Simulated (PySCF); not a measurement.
Os⁴⁹⁺ (osmium, charge +49) across methods

[Ar] 3d9, 2D determinant. Computed with PySCF 2.14 in an even-tempered Gaussian basis (16 s from 11 bohr⁻², ratio 2.5; 11 p from 14 bohr⁻², ratio 2.5; 8 d from 14 bohr⁻², ratio 2.5; 4 f from 60 bohr⁻², ratio 2.7; 3 g from 90 bohr⁻², ratio 2.7), with no relativity, point nucleus.

```json
{"method": "PBE0", "E (hartree)": "-14488.32", "mean ε 3p β (eV)": "-4830.9", "mean ε 3d α (eV)": "-4483.4", "mean ε 3d β (eV)": "-4476.5", "Σ⟨r²⟩ (bohr²)": "0.7246", "⟨S²⟩": "0.750"}
{"method": "B3LYP", "E (hartree)": "-14488.65", "mean ε 3p β (eV)": "-4826.5", "mean ε 3d α (eV)": "-4479.7", "mean ε 3d β (eV)": "-4472.9", "Σ⟨r²⟩ (bohr²)": "0.7247", "⟨S²⟩": "0.750"}
{"method": "r2SCANh", "E (hartree)": "-14489.05", "mean ε 3p β (eV)": "-4827.6", "mean ε 3d α (eV)": "-4478.3", "mean ε 3d β (eV)": "-4471.2", "Σ⟨r²⟩ (bohr²)": "0.7244", "⟨S²⟩": "0.750"}
{"method": "LDA", "E (hartree)": "-14479.35", "mean ε 3p β (eV)": "-4807.9", "mean ε 3d α (eV)": "-4463.8", "mean ε 3d β (eV)": "-4457.2", "Σ⟨r²⟩ (bohr²)": "0.7252", "⟨S²⟩": "0.750"}
{"method": "PBE", "E (hartree)": "-14487.95", "mean ε 3p β (eV)": "-4809.5", "mean ε 3d α (eV)": "-4464.6", "mean ε 3d β (eV)": "-4458.3", "Σ⟨r²⟩ (bohr²)": "0.7249", "⟨S²⟩": "0.750"}
{"method": "UHF", "E (hartree)": "-14487.84140", "mean ε 3p β (eV)": "-4892.8", "mean ε 3d α (eV)": "-4537.6", "mean ε 3d β (eV)": "-4528.9", "Σ⟨r²⟩ (bohr²)": "0.7241", "⟨S²⟩": "0.750"}
```

Problem. Estimate the same row for r2SCAN.

Solution. E (hartree) = -14489.01; mean ε 3p β (eV) = -4820.2; mean ε 3d α (eV) = -4471.5; mean ε 3d β (eV) = -4464.6; Σ⟨r²⟩ (bohr²) = 0.7244; ⟨S²⟩ = 0.750.

A non-relativistic calculation at this Z misses sizeable relativistic shifts. Spin-orbit coupling, absent here, splits the open shell strongly.
